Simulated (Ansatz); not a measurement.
`[F][GaH][SiH3]` + H₂S → `[SiH3][GaH][SH]` + H–F at 600 K and 1 bar (ligand exchange at a Ga–F bond).

Calculated with Ansatz (gas phase, PBE0-D4/def2-TZVP geometries, no zero-point term in ΔE). CCSD(T)/CBS is the MP2 limit (def2-TZVPP, def2-QZVPP) plus CCSD(T) − MP2 in def2-TZVPP, frozen cores. This one scheme is used for every species. For Ga outer-core shells are correlated without core-valence functions, which leaves a few kJ/mol of doubt a bond. Scalar relativity is left out up to krypton. Each species was taken in one conformer, which may not be the lowest.

```json
{"species": "`[F][GaH][SiH3]`", "CCSD(T)/CBS energy (Eh)": "-2315.24439", "H − E (kJ/mol)": "136.4", "S (J/(mol·K))": "407.8"}
{"species": "H₂S", "CCSD(T)/CBS energy (Eh)": "-398.97279", "H − E (kJ/mol)": "60.8", "S (J/(mol·K))": "230.9"}
{"species": "`[SiH3][GaH][SH]`", "CCSD(T)/CBS energy (Eh)": "-2613.82650", "H − E (kJ/mol)": "163.2", "S (J/(mol·K))": "431.4"}
{"species": "H–F", "CCSD(T)/CBS energy (Eh)": "-100.39570", "H − E (kJ/mol)": "42.3", "S (J/(mol·K))": "194.0"}
```

H − E and S are ideal-gas, rigid-rotor, harmonic terms from PBE0-D4/def2-TZVP, for one conformer and one mirror image of each species. 1 Eh = 2625.50 kJ/mol, R = 8.31446 J/(mol·K).

**Question.** By hand: ΔE, ΔH, ΔS and ΔG.

**Answer.** ΔE = (-2613.82650) + (-100.39570) − (-2315.24439) − (-398.97279) = -0.00502 Eh = -13.2 kJ/mol. Δ(H − E) = 163.2 + 42.3 − 136.4 − 60.8 = 8.3, so ΔH = -4.9 kJ/mol. ΔS = 431.4 + 194.0 − 407.8 − 230.9 = -13.3 J/(mol·K). ΔG = -4.9 − 600 × (-13.3)/1000 = 3.1 kJ/mol.

**Question.** By hand: the equilibrium constant, and the temperature at which ΔG would vanish if ΔH and ΔS stayed fixed.

**Answer.** log₁₀ K = −ΔG/(RT ln 10) = -0.3. ΔG = 0 at ΔH/ΔS = 368 K, though so small a ΔH makes that figure unsure.

TΔS isn't small against ΔH here. The sign of ΔG lies within the doubt. A doubt of 5 kJ/mol in ΔE shifts log₁₀ K by 0.4 here. Other conformers and mirror images would add mixing entropy, several J/(mol·K) or more a flexible species. Modes under 60 cm⁻¹, often nearly free rotors, make the harmonic entropy too high. These are equilibria of isolated gas molecules and say nothing of rates. Largest T1 diagnostic: 0.014 (customary marks: 0.02 for closed shells, 0.045 for open ones).
